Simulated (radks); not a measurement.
Question: All-electron atom: Dy III in [Xe] 4f10. Method: scalar-relativistic Kohn-Sham, exchange-only B88, spin-polarised, spherical densities, point nucleus; open shells are filled with parallel spins first (spin-orbit coupling, left out, can overturn this in heavy ions); computed with a radial shooting solver on a logarithmic mesh with Libxc functionals. Some entries of the table are withheld. Estimate them.

orbital  occ.  eigenvalue (hartree)  <r^2> (bohr^2)
1s up       1             -1972.768       0.0006092
1s down     1             -1972.768       0.0006092
2s up       1             -328.8946        0.009518
2s down     1             -328.8934        0.009517
2p up       3             -291.8686        0.007706
2p down     3             -291.8677        0.007706
3s up       1             -73.58153         0.06288
3s down     1             -73.52205         0.06282
3p up       3             -62.21801         0.06317
3p down     3             -62.15873         0.06309
3d up       5             -47.60377         0.05287
3d down     5             -47.55841         0.05278
4s up       1             -14.97431          0.3170
4s down     1             -14.83844          0.3171
4p up       3             -11.23403          0.3590
4p down     3             -11.09948          0.3591
4d up       5              -6.14344          0.4317
4d down     5              -6.01062          0.4328
5s up       1              -2.30329             (1)
5s down     1              -2.23263             (2)
5p up       3              -1.42725           2.661
5p down     3              -1.37599           2.744
4f up       7              -0.63163          0.9885
4f down     3              -0.51620           1.129

Answer: 
(1) 5s up <r^2> (bohr^2): 1.888
(2) 5s down <r^2> (bohr^2): 1.929
